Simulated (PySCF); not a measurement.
# Reading the logs of faulty runs: BGeH7NSi

Calculated results; nothing here was measured. The program is PySCF 2.14.0, an open-source quantum chemistry code, run on an isolated molecule that a program drew, which may never have been made. The molecule is BGeH7NSi (charge 0, doublet), drawn as the SMILES string `[BH2][Ge]([NH2])[SiH3]`.

Each row is a Hartree-Fock (HF) and frozen-core CCSD(T) single point in the cc-pV(D+d)Z basis, meant for a local HF minimum. Run 1 is clean. Each other run has one planted mistake out of seven kinds, and not every kind appears here: one electron removed, one electron added, multiplicity raised by two, geometry at a saddle point, minimal basis STO-3G, one bond length entered in bohr, all coordinates scaled. The reference is restricted for singlets and unrestricted otherwise, and also for a bond in bohr. Adding or removing an electron swaps singlet and doublet. Electrons count all cores. HOMO and LUMO are orbital energies over both spins, the gradient is its largest component, and the lowest frequency (negative if imaginary) is given only where the gradient is small. Bond lengths are over the 10 bonds as drawn. T1 is the CCSD diagnostic: over 0.02 (restricted) or 0.045 (unrestricted) a single reference is doubtful. Germanium has the cc-pVDZ-PP basis, with a core potential (ECP10MDF) in place of its 10 inner electrons, and its 3s, 3p and 3d shells are frozen in CCSD(T).

Geometry of the clean run:
```xyz
11
BGeH7NSi, angstrom
B    -2.8189   -1.4882    1.2237
Ge   -1.3420   -1.4149   -0.0908
N    -0.1845   -2.8082   -0.2891
Si   -0.6355    0.4264   -1.4504
H    -3.5133   -0.5201    1.3482
H    -3.0201   -2.4849    1.8582
H     0.3153   -2.9136   -1.1521
H    -0.4633   -3.7044    0.0665
H    -0.4764   -0.0171   -2.8560
H     0.6630    0.9585   -0.9772
H    -1.6615    1.4900   -1.3810
```

```
run,electrons,basis functions,<S^2>,HOMO (eV),LUMO (eV),gradient (hartree/bohr),lowest frequency (cm^-1),mean bond (Å),longest bond (Å),T1,HF (hartree),CCSD(T) (hartree),mistake
1,65,109,0.759,-7.20,0.90,2.5e-05,59,1.5042,2.395,0.0193,-665.49220,-666.01149,no fault
2,66,109,0.000,-0.59,7.67,4.1e-02,-,1.5042,2.395,0.0174,-665.48523,-666.04195,one electron added
3,64,109,0.000,-16.07,-5.68,5.9e-02,-,1.5042,2.395,0.0232,-665.25617,-665.76205,one electron removed
4,65,109,1.395,-7.35,0.60,2.2e-02,-,1.6108,2.395,0.0649,-665.36927,-665.89412,one bond length entered in bohr
5,65,109,3.776,-5.04,-2.23,7.4e-02,-,1.5042,2.395,0.0213,-665.31230,-665.82455,?
6,65,109,0.763,-7.16,0.76,6.2e-02,-,1.6486,2.625,0.0265,-665.42021,-665.95662,?
```

**Which mistake was planted in run 5, and what did it cost?**

Electrons, basis and geometry are unchanged, and <S^2> is 3.776, beside S(S+1) = 3.75 for a multiplicity of 4. So the mistake is: multiplicity raised by two. Subtracting run 1 and multiplying by 627.51 kcal/mol a hartree, the energy moved by 112.9 kcal/mol in HF and 117.3 kcal/mol in CCSD(T).

**Which mistake was planted in run 6, and what did it cost?**

The mean and the longest bond both change by the same factor, 1.096, and the gradient is no longer small. So the mistake is: all coordinates scaled. Subtracting run 1 and multiplying by 627.51 kcal/mol a hartree, the energy moved by 45.2 kcal/mol in HF and 34.4 kcal/mol in CCSD(T).

Cautions from the logs. Run 3: T1 is over the limit, so its CCSD(T) energy is less reliable; run 4: T1 is over the limit, so its CCSD(T) energy is less reliable.
